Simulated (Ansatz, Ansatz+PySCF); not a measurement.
```xyz
2

B     0.0000    0.0000   -0.9408
P     0.0000    0.0000    0.9408
```

Basis set: def2-SVP (spherical functions). Frozen core: 6 orbitals. Correlation on ROHF uses semicanonical orbitals with singles. Charge 0, multiplicity 3.

Computed with Ansatz (development build ahead of 0.2.0); each method stands on the lowest determinant of its kind that the runs found.

The atomization energy at this shape (free ground-state atoms in the same class of orbitals less the molecule, no zero-point energy) of triplet BP:

| method | atomization energy |
| --- | --- |
| ROHF-CCSD(T) | 2.76 eV |
| UHF-CCSD(T) | 2.72 eV |
| ROHF-MP2 | 2.83 eV |
| UHF-MP2 | 2.43 eV |
| UHF | 1.57 eV |

Task: What does ROHF give?

Result: 1.41 eV. Caution: the shape is not the minimum. Caution for UHF-CCSD(T), UHF-MP2, UHF: the unrestricted determinant is spin contaminated.
